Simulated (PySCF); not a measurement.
# Zr²⁸⁺: ionisation energy

Zr²⁸⁺ [Ne] 3s2 (1S) → Zr²⁹⁺ [Ne] 3s1 (2S), as a difference of total energies. Calculation: PySCF 2.14, in an even-tempered Gaussian basis (18 s from 3.9 bohr⁻², ratio 2.5; 11 p from 5 bohr⁻², ratio 2.5; 5 d from 19 bohr⁻², ratio 2.7; 4 f from 29 bohr⁻², ratio 2.7); the spin-free X2C one-electron Hamiltonian (Gaussian nucleus). Correlated levels: outer shells: 1s2 frozen; virtual orbitals above 40 to 60 times the deepest correlated orbital energy dropped. The calculations carry no spin-orbit coupling.

| method | ionisation energy (eV) |
| --- | --- |
| UHF | 1519.3 |
| LDA | 1522.9 |
| PBE | 1524.1 |
| PBE0 | 1523.1 |
| r2SCAN | 1519.6 |
| B2PLYP | 1522.8 |
| B3LYP | 1523.4 |
| MP2 (outer shells) | 1522.3 |
| SCS-MP2 (outer shells) | 1522.7 |

**Question.** How much does correlation contribute at MP2 (outer shells)?

**Answer.** 1522.3 − (1519.3) = 3.0 eV, measured against UHF.

Breit and QED terms and the two-electron picture change are absent.

For comparison: 1525.1 ± 2.2 eV (semi-empirical (NIST evaluation); NIST Atomic Spectra Database, ionization energies).
